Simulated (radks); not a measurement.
Values are calculated unless marked as measured or tabulated.
Task: The mean radii <r> (bohr) of the occupied orbitals of an atom or ion are listed with their occupations. Code: a radial shooting solver on a logarithmic mesh with Libxc functionals. Model: scalar-relativistic Kohn-Sham, r2SCAN, spin-polarised, spherical densities, finite nucleus; meta-GGA in the generalised Kohn-Sham scheme; Fermi nuclear charge, rms radius of each element as measured or else 0.836 A^(1/3) + 0.57 fm.

orbital  occ.      <r>
1s up       1  0.02001
1s down     1  0.02001
2s up       1  0.08486
2s down     1  0.08486
2p up       3  0.07542
2p down     3  0.07542
3s up       1   0.2207
3s down     1   0.2206
3p up       3   0.2202
3p down     3   0.2201
3d up       5   0.2000
3d down     5   0.1998
4s up       1   0.4970
4s down     1   0.4971
4p up       3   0.5267
4p down     3   0.5269
4d up       5   0.5676
4d down     5   0.5684
5s up       1    1.181
5s down     1    1.191
5p up       3    1.352
5p down     3    1.365
4f up       7   0.7051
4f down     4   0.7174

Name the element and its charge. Open shells, if any, are filled with parallel spins first.

Result: Z = 69, thulium, charge +4: Tm4+ in [Xe] 4f11. The 1s radius gives Z: for a bare nucleus <r> = (2 gamma + 1)/(2Z) with gamma = sqrt(1 - (Z/c)^2), 0.01977 bohr for Z = 69, and screening makes it slightly larger (0.02001 here). The occupations add up to 65, and the charge is Z minus that.
